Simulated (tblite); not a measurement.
A structure optimised at GFN2-xTB (Å):
```
atom  x, y, z in Å
C1     2.4463    0.7034    0.1775
N2     1.1329    0.1549    0.3857
C3     0.8436   -1.2057   -0.0553
C4    -0.6936   -1.2876   -0.1454
C5    -1.1076    0.1619   -0.0281
C6    -2.5011    0.6454   -0.1258
F7    -3.3196    0.0282    0.7756
F8    -3.0487    0.3625   -1.3440
C9    -0.0124    0.8826    0.2468
F10    0.0458    2.2010    0.4444
H11    2.4680    1.7274    0.5444
H12    2.7286    0.6963   -0.8828
H13    3.1706    0.1116    0.7373
H14    1.3117   -1.3867   -1.0317
H15    1.2595   -1.9163    0.6623
H16   -1.1145   -1.8727    0.6752
H17   -1.0332   -1.7310   -1.0822
H18   -2.5852    1.7310    0.0343
```

Neutral, closed shell.

Read off the bonds between heavy atoms and their formal orders.

C1–N2 1.44 Å (single); N2–C3 1.46 Å (single); C3–C4 1.54 Å (single); C4–C5 1.51 Å (single); C5–C6 1.48 Å (single); C6–F7 1.37 Å (single); C6–F8 1.37 Å (single); C5–C9 1.34 Å (double); C9–F10 1.33 Å (single); N2–C9 1.36 Å (single). Bonds to hydrogen (Å): C1–H11 1.09; C1–H12 1.10; C1–H13 1.09; C3–H14 1.10; C3–H15 1.09; C4–H16 1.09; C4–H17 1.09; C6–H18 1.10.

Write the SMILES.

`CN1CCC(C(F)F)=C1F`, C6H8F3N. Among its features: C=C double bond, amine and C–F bond.

What is the point group of this geometry?

C1 (no symmetry element, even within 0.4 Å).

Which rings does it hold (smallest set)?

N2–C3–C4–C5–C9 (5 members, 0.06 Å rms from planarity).

Classify the heavy atoms.

C1: N-methyl carbon; N2: enamine nitrogen; C3: sp3 carbon bound to nitrogen; C4: allylic carbon; C5: fully substituted alkene carbon; C6: CHF2 carbon; F7/F8: fluorine of a CF2 group; C9: vinylic C–F carbon; F10: vinyl fluorine.

What is the arrangement about C3?

It has 4 neighbours (N2, C4, H14, H15) and is distorted tetrahedral (angles from 105.4° to 112.5°).

What is the arrangement about C4?

It has 4 neighbours (C3, C5, H16, H17) and is distorted tetrahedral (angles from 102.6° to 112.5°).

These are computed values.
